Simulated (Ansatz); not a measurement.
An input meant for the cluster P2W2⁺ (charge 1, doublet).

```yaml
crystal:
  periodic: [false, false, false]
  atoms:
    - {symbol: W, position_ang: [1.159963, 0.208822, -0.512285]}
    - {symbol: Xx, position_ang: [-0.997644, 0.756871, -0.288824]}
    - {symbol: P, position_ang: [-0.763715, -1.390076, -0.831363]}
    - {symbol: P, position_ang: [0.601386, 0.424383, 1.632472]}
basis:
  gaussian: {orbitals: def2-TZVPD}
total_charge: 1
magnetization: {spin_polarized: true, initial_magnetization: 1}
hamiltonian: {xc: {name: PBE0}, dispersion: d3bj}
scf: {omitted_lower_state_checks: [starts]}
output: {forces: true}
```

```sh
$ ansatz run in.yaml --threads 4 --pin off --events-out ev --progress --plain --max-ram 3916MiB
```

It prints (some lines left out):

```
Error: YAML parse error: error: line 5 column 16: `Xx` is not an element symbol (H … Og, case-exact)
 --> <input>:5:16
3 |   atoms:
4 |     - {symbol: W, position_ang: [1.159963, 0.208822, -0.512285]}
5 |     - {symbol: Xx, position_ang: [-0.997644, 0.756871, -0.288824]}
6 |     - {symbol: P, position_ang: [-0.763715, -1.390076, -0.831363]}
7 |     - {symbol: P, position_ang: [0.601386, 0.424383, 1.632472]}
```

In this input an element symbol is wrong. The input was rejected before any iteration.
